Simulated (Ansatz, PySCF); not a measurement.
Noncovalent pair: GeH4 (SMILES [GeH4]) (first 5 atoms) with C2H6 (SMILES CC); geometry from B3LYP-D3(BJ)/def2-TZVP.
(charge 0, multiplicity 1):
```xyz
13

Ge    -0.1545     0.1485    -0.2464
H     -0.5052    -0.0597    -1.7277
H      0.4200    -1.1531     0.3312
H     -1.4220     0.5348     0.5293
H      0.8864     1.2701    -0.1198
C      0.5705     0.4814     3.4876
C     -0.3771    -0.6672     3.8204
H      1.0200     0.8999     4.3902
H      0.0484     1.2919     2.9754
H      1.3842     0.1505     2.8392
H      0.1457    -1.4762     4.3340
H     -0.8260    -1.0860     2.9181
H     -1.1901    -0.3352     4.4689
```

Counterpoise-corrected where a basis set is named; no monomer relaxation. Rows marked so take none.

Rows in 3-21G carry no dispersion term and start afresh at each structure; the Pople sets are all-electron and without relativity.

Codes used: Ansatz (Gaussian orbitals); PySCF for 3-21G rows. Values without a source in brackets are computed.

Question: One of these levels gives 41.4 meV for the interaction energy. Which one is it?
A) HF/3-21G (no counterpoise)
B) wB97X-V/def2-TZVPPD
C) HF/aug-cc-pVDZ
D) SVWN5/def2-TZVPPD

Answer: C, HF/aug-cc-pVDZ. The others give -4.3 (HF/3-21G (no counterpoise)), -83.8 (SVWN5/def2-TZVPPD), -52.1 (wB97X-V/def2-TZVPPD)

Ansatz is a quantum-chemistry and plane-wave program.
